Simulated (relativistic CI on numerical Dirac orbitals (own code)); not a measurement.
Slater and spin-orbit integrals, Al3+

Method of calculation: Dirac-Coulomb-Breit CI, separate exchange-only KLI orbitals for each configuration, model QED (radiative potential, 1s self-energy scaled to tabulated hydrogen-like ionisation energies), valence Slater integrals scaled by 0.85, P86 correlation energy added to each configuration (own radial code, finite nucleus).

Slater integrals F^k, G^k are unscaled and averaged over j, outside the closed core 1s2; ζ comes from projecting the Hamiltonian with its Breit term on Σ l·s of the shell.

- 2s²2p⁵3s: ζ(2p) = 2251, G^1(2p,3s) = 10616 cm⁻¹; <r>(2p) = 0.5677, <r^2>(2p) = 0.403, <r>(3s) = 1.937, <r^2>(3s) = 4.271 (bohr units).
- 2s²2p⁵3p: ζ(2p) = 2254, F^2(2p,3p) = 22486, G^0(2p,3p) = 9271.7, G^2(2p,3p) = 9225.4, ζ(3p) = 239.58 cm⁻¹; <r>(2p) = 0.5678, <r^2>(2p) = 0.403, <r>(3p) = 2.141, <r^2>(3p) = 5.26 (bohr units).
- 2s²2p⁵3d: ζ(2p) = 2265.8, F^2(2p,3d) = 16250, G^1(2p,3d) = 9874.5, G^3(2p,3d) = 5545.2, ζ(3d) = -1.5817 cm⁻¹; <r>(2p) = 0.5665, <r^2>(2p) = 0.4009, <r>(3d) = 2.442, <r^2>(3d) = 6.933 (bohr units).

In this model ζ of a weakly bound d, f or g electron outside closed shells comes out too small, for d by up to a factor of two or three and at times with the wrong sign; that of an outer p electron is too small as well.

Correlation outside the listed configurations is missing or only estimated: errors of thousands of cm⁻¹ between configurations and terms are usual at this charge. Rates and lifetimes follow the computed energies and can be off by large factors. The fine structure of a lone outer electron comes out too small, for d and f at times inverted, and misplaced configurations move strength between like terms. 14 of the 16 excited levels that our extract of the measured tables holds in this range could be paired (the sources list more); they are missed by 1954 cm⁻¹ on average and 2653 at most, and levels without a partner can miss by more.

Averages of the first 10 configurations, taken without configuration mixing, which lowers the lowest level and can move excited configurations by several eV; other configurations of the list can lie among them:

| Configuration | Parity | States | Average energy above the lowest level (eV) |
| --- | --- | --- | --- |
| 2s²2p⁶ | even | 1 | 0.1 |
| 2s²2p⁵3s | odd | 12 | 76.7 |
| 2s²2p⁵3p | even | 36 | 84.7 |
| 2s²2p⁵3d | odd | 60 | 94.5 |
| 2s²2p⁵4s | odd | 12 | 99.3 |
| 2s²2p⁵4p | even | 36 | 102.1 |
| 2s²2p⁵4d | odd | 60 | 105.6 |
| 2s²2p⁵4f | even | 84 | 106.4 |
| 2s²2p⁴3s² | even | 15 | 169.3 |
| 2s2p⁶3s | even | 4 | 124.0 |
